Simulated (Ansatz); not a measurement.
One change: `O[SiH2]C[AsH2]` becomes `CCC[SiH2]O`.

Ansatz, PBE0-D4/def2-TZVP geometries, multiplicity 1. Each molecule was computed in one conformer, which needn't be the lowest.

Scalar relativity is left out up to krypton.

| property | `O[SiH2]C[AsH2]` |
| --- | --- |
| HOMO energy (PBE0/def2-TZVPP) / eV | -7.21 |
| size of the dipole moment (B3LYP/def2-TZVPP) / D | 1.61 |
| HOMO–LUMO gap (B3LYP/def2-TZVPP) / eV | 6.90 |
| LUMO energy (PBE/def2-TZVPP) / eV | -0.70 |
| LUMO energy (ωB97M-V/def2-TZVPP) / eV | 1.74 |
| HOMO–LUMO gap (PBE0/def2-TZVPP) / eV | 7.35 |

Question: What does the change do to each property? (An estimate is asked.)

Answer: The calculation gave: 
```tsv
property	`CCC[SiH2]O`	shift
HOMO energy (PBE0/def2-TZVPP) / eV	-7.98	-0.77
size of the dipole moment (B3LYP/def2-TZVPP) / D	1.70	0.09
HOMO–LUMO gap (B3LYP/def2-TZVPP) / eV	7.72	0.82
LUMO energy (PBE/def2-TZVPP) / eV	-0.63	0.07
LUMO energy (ωB97M-V/def2-TZVPP) / eV	1.77	0.03
HOMO–LUMO gap (PBE0/def2-TZVPP) / eV	8.21	0.86
```

With PBE0 the HOMO falls by 0.77 eV and the LUMO rises by 0.10 eV, so the gap widens by about 0.87 eV. PBE moves the HOMO by -0.51 eV and ωB97M-V by -0.90 eV. Dipoles are sizes alone; their direction can turn.

B3LYP here is the variant with VWN-RPA as its local correlation; programs differ in this.
